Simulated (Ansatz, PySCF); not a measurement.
Spectroscopic constants of ScH, closed-shell singlet (the spin of the measured ground state). No spin–orbit coupling. Sc is treated without relativity.

Seven points along R, fitted to fifth degree in 1/R; most abundant isotopes. In def2 and cc sets the state is the lowest found near the PBE0 minimum, followed along R. The singlet is held restricted. HF and MP2 rows in def2 and cc sets belong to the determinant that coupled cluster picked by its CCSD energy.

Run with Ansatz (a program for electronic structure); PySCF for 3-21G rows, LANL2DZ rows. 

| level | r_e (Å) | ω_e (cm⁻¹) | α_e (cm⁻¹) | ω_e x_e (cm⁻¹) | D_e (eV) | dipole (D) |
|---|---|---|---|---|---|---|
| HF/3-21G | 1.755 | 1698 | 0.11 | 18 | - | 1.28 |
| HF/def2-TZVPP | 1.778 | 1651 | 0.100 | 19 | - | - |
| HF/def2-QZVPP | 1.776 | 1652 | 0.099 | 19 | - | - |
| SVWN5/def2-TZVPP | 1.744 | 1612 | 0.13 | 24 | - | 1.73 |
| PBE/def2-TZVPP | 1.757 | 1589 | 0.13 | 23 | - | 1.76 |
| r2SCAN/def2-TZVPP | 1.755 | 1622 | 0.12 | 23 | - | 1.80 |
| B97M-V/def2-TZVPP | 1.764 | 1569 | 0.13 | 21 | - | 2.08 |
| B3LYP/LANL2DZ | 1.721 | 1700 | 0.16 | 33 | - | 2.37 |
| B3LYP/def2-TZVPP | 1.750 | 1624 | 0.12 | 22 | 2.36 | 1.96 |
| PBE0/def2-TZVPP | 1.748 | 1635 | 0.12 | 22 | 2.19 | 1.80 |
| BHLYP/def2-TZVPP | 1.744 | 1667 | 0.11 | 21 | 2.06 | 1.96 |
| CAM-B3LYP/def2-TZVPP | 1.747 | 1646 | 0.12 | 21 | 2.31 | 2.07 |
| wB97X-V/def2-TZVPP | 1.755 | 1637 | 0.11 | 21 | 2.34 | 2.07 |
| wB97M-V/def2-TZVPP | 1.749 | 1644 | 0.12 | 21 | 2.33 | 2.11 |
| B2PLYP/def2-TZVPP | 1.749 | 1654 | 0.12 | 22 | - | - |
| MP2/def2-TZVPP | 1.746 | 1708 | 0.11 | 22 | - | - |
| MP2/def2-QZVPP | 1.737 | 1738 | 0.083 | 27 | - | - |
| MP2/CBS(def2-TZVPP, def2-QZVPP) | 1.732 | 1756 | 0.061 | 32 | - | - |
| SCS-MP2/def2-TZVPP | 1.753 | 1695 | 0.11 | 22 | - | - |
| SCS-MP2/def2-QZVPP | 1.744 | 1727 | 0.084 | 28 | - | - |
| CCSD/def2-TZVPP | 1.766 | 1654 | 0.12 | 24 | 2.34 | - |
| CCSD/def2-QZVPP | 1.759 | 1687 | 0.093 | 29 | 2.29 | - |
| CCSD(T)/def2-TZVPP | 1.771 | 1635 | 0.12 | 25 | 2.41 | - |
| CCSD(T)/def2-QZVPP | 1.765 | 1664 | 0.098 | 31 | 2.39 | - |
| CCSD(T)/CBS(def2-TZVPP, def2-QZVPP) | 1.762 | 1683 | 0.083 | 35 | 2.40 | - |

D_e counts from each atom's lowest state at the same level, without counterpoise or zero-point energy.

Correlated levels freeze the inner cores; with def2 sets outer-core shells near the valence are correlated too. CBS(a, b) extrapolates the correlation energy as X⁻³ and adds the Hartree–Fock energy of set b. Rows in 3-21G, LANL2DZ carry no dispersion term and start afresh at each structure; the Pople sets are all-electron and without relativity. LANL2DZ brings its own core potentials from Na on.

Doubts at one or more of the structures used: a restricted determinant that unrestricted orbitals would lower (HF/def2-TZVPP, HF/def2-QZVPP, B2PLYP/def2-TZVPP, MP2/def2-TZVPP, MP2/def2-QZVPP, MP2/CBS(def2-TZVPP, def2-QZVPP), SCS-MP2/def2-TZVPP, SCS-MP2/def2-QZVPP, CCSD/def2-TZVPP, CCSD/def2-QZVPP, CCSD(T)/def2-TZVPP, CCSD(T)/def2-QZVPP, CCSD(T)/CBS(def2-TZVPP, def2-QZVPP)).

Measured for the ground state: D_0 2.086 ± 0.18 eV (a handbook's tabulated 298 K bond energy less 3RT/2; such tables hold older values) [Luo, bond dissociation energies, CRC Handbook]. dipole 1.74 D [NIST CCCBDB].
